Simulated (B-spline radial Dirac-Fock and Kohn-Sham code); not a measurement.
**Ba⁶⁺: non-radiative channels of the 3p1/2 vacancy**

System: the Ba⁶⁺ ion in the configuration [Kr] 4d10 5s2 5p2.

Calculated with a radial atomic solver, using independent-particle rates on relativistic LDA orbitals of the hole state (multipoles up to L = 3, Coulomb Auger matrix elements, transition energies from Dirac-Fock). Kinetic energies are configuration averages from the vacuum level; the two-hole energies are estimated from single-hole states.

```tsv
transition	kinetic energy (eV)	width (meV)	share (%)
M2-M4N2	26.08	701	16.7
M2-M5N2	41.04	823	19.6
M2-M4N3	42.15	1030	24.6
M2-M5N3	57.69	84.7	2.0
M2-M4N4	141.9	290	6.9
M2-M4N5	144.0	327	7.8
M2-M4O1	223.4	143	3.4
M2-N2N3	641.1	113	2.7
M2-N2N4	741.5	103	2.5
M2-N2N5	741.5	173	4.1
```

Coster-Kronig rates are the weakest part of this model and often come out 1.5 to 2.5 times too large. The listed channels hold 90 % of the non-radiative rate. Summed by principal shells, of 4.19 eV in all: MMN 79.0 %, MNN 12.7 %, MMO 7.2 %, MNO 1.1 %.
